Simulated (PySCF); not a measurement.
Computed with PySCF with PBE-D3(BJ)/def2-TZVP // BP86-D3(BJ)/def2-SVP. All species are isolated molecules in the gas phase. One relaxed conformer stands for a flexible species; it need not be the lowest. 

Reference species: [Ti(NH2)4] (neutral, multiplicity 1).

```json
{
  "HOMO": "-5.42 eV",
  "mean_distance_from_the_central_atom_to_its_bonded_neighbours": "1.899 Å",
  "LUMO": "-1.71 eV",
  "coordination_number": "4"
}
```

Changed species: [Ti(H)4] (4 of 4 NH2 replaced by H; the reference has 0 of 4 NH2 replaced by H).

Q: What does the change do to the HOMO, mean distance from the central atom to its bonded neighbours, LUMO and coordination number?

A: the HOMO falls by 2.01 eV, to -7.43 eV; the mean distance from the central atom to its bonded neighbours decreases by 0.197 Å, to 1.702 Å; the LUMO falls by 2.61 eV, to -4.32 eV; the coordination number hardly moves.
